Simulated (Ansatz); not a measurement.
`CN[SiH](F)Br` and `B[SiH](F)Br` differ in one atom or group.

Ansatz, PBE0-D4/def2-TZVP geometries, multiplicity 1. Each molecule was computed in one conformer, which needn't be the lowest.

Scalar relativity is left out up to krypton.

| property | `CN[SiH](F)Br` |
| --- | --- |
| HOMO energy (PBE/def2-TZVPP) / eV | -6.14 |
| HOMO energy (B3LYP/def2-TZVPP) / eV | -7.30 |
| LUMO energy (PBE/def2-TZVPP) / eV | -0.29 |
| LUMO energy (PBE0/def2-TZVPP) / eV | 0.65 |
| HOMO–LUMO gap (PBE0/def2-TZVPP) / eV | 8.20 |
| HOMO energy (PBE0/def2-TZVPP) / eV | -7.54 |

Question: Give the same properties after the change, and the shifts. (Estimate.)

Answer: The calculation gave: 
```tsv
property	`B[SiH](F)Br`	shift
HOMO energy (PBE/def2-TZVPP) / eV	-7.08	-0.94
HOMO energy (B3LYP/def2-TZVPP) / eV	-8.08	-0.78
LUMO energy (PBE/def2-TZVPP) / eV	-2.93	-2.64
LUMO energy (PBE0/def2-TZVPP) / eV	-2.01	-2.66
HOMO–LUMO gap (PBE0/def2-TZVPP) / eV	6.28	-1.92
HOMO energy (PBE0/def2-TZVPP) / eV	-8.28	-0.74
```

With PBE0 the HOMO falls by 0.74 eV and the LUMO falls by 2.66 eV, so the gap narrows by about 1.92 eV. PBE moves the HOMO by -0.94 eV and ωB97M-V by -0.51 eV.

B3LYP here is the variant with VWN-RPA as its local correlation; programs differ in this.

Spin–orbit coupling is left out; it splits and shifts lone-pair levels of the heavy atoms by tenths of an eV.
